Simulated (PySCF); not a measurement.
# Reading the logs of faulty runs: AlBH6NSi cation

All numbers below are calculated, not measured. The program is PySCF 2.14.0, an open-source quantum chemistry code, run on an isolated molecule that a program drew, which may never have been made. The molecule is AlBH6NSi cation (charge +1, singlet), drawn as the SMILES string `[BH2][Al+][NH][SiH3]`.

Each row is a Hartree-Fock (HF) and frozen-core CCSD(T) single point in the cc-pV(D+d)Z basis, meant for a local HF minimum. Run 1 is clean. Each other run has one planted mistake out of seven kinds, and not every kind appears here: one electron removed, one electron added, multiplicity raised by two, geometry at a saddle point, minimal basis STO-3G, one bond length entered in bohr, all coordinates scaled. The reference is restricted for singlets and unrestricted otherwise, and also for a bond in bohr. Adding or removing an electron swaps singlet and doublet. Electrons count all cores. HOMO and LUMO are orbital energies over both spins, the gradient is its largest component, and the lowest frequency (negative if imaginary) is given only where the gradient is small. Bond lengths are over the 9 bonds as drawn. T1 is the CCSD diagnostic: over 0.02 (restricted) or 0.045 (unrestricted) a single reference is doubtful.

Geometry of the clean run:
```xyz
10
AlBH6NSi cation, angstrom
B    -1.0049   -1.5560   -1.7343
Al    0.7584   -1.5717   -0.4787
N     2.1651   -1.5474    0.5151
Si    3.1511   -0.1109    0.9091
H    -1.5834   -2.5820   -1.8937
H    -1.3308   -0.5209   -2.2191
H     2.5011   -2.4032    0.9357
H     4.5189   -0.2922    0.4024
H     2.4492    0.9726    0.1811
H     3.1305    0.1237    2.3600
```

```
run,electrons,basis functions,<S^2>,HOMO (eV),LUMO (eV),gradient (hartree/bohr),lowest frequency (cm^-1),mean bond (Å),longest bond (Å),T1,HF (hartree),CCSD(T) (hartree),mistake
1,44,104,0.000,-15.70,-4.72,1.7e-05,63,1.4982,2.165,0.0150,-613.25726,-613.71376,no fault
2,44,104,2.007,-13.36,-7.45,2.3e-02,-,1.4982,2.165,0.0198,-613.14186,-613.58877,multiplicity raised by two
3,45,104,0.758,-6.18,1.47,4.8e-02,-,1.4982,2.165,0.0144,-613.45518,-613.93380,one electron added
4,43,104,0.763,-21.59,-12.08,6.7e-02,-,1.4982,2.165,0.0423,-612.75345,-613.17217,one electron removed
5,44,104,0.711,-14.87,-4.99,1.9e-02,-,1.6157,2.246,0.0611,-613.13476,-613.59054,one bond length entered in bohr
6,44,34,0.000,-13.24,-0.03,2.6e-02,-,1.4982,2.165,0.0233,-606.09718,-606.30054,?
```

**Which mistake was planted in run 6, and what did it cost?**

It has 34 basis functions where the clean run has 104, with the same electrons and geometry. So the mistake is: minimal basis STO-3G. Subtracting run 1 and multiplying by 627.51 kcal/mol a hartree, the energy moved by 4493.0 kcal/mol in HF and 4651.9 kcal/mol in CCSD(T).

Cautions from the logs. Run 5: T1 is over the limit, so its CCSD(T) energy is less reliable; run 6: T1 is over the limit, so its CCSD(T) energy is less reliable.
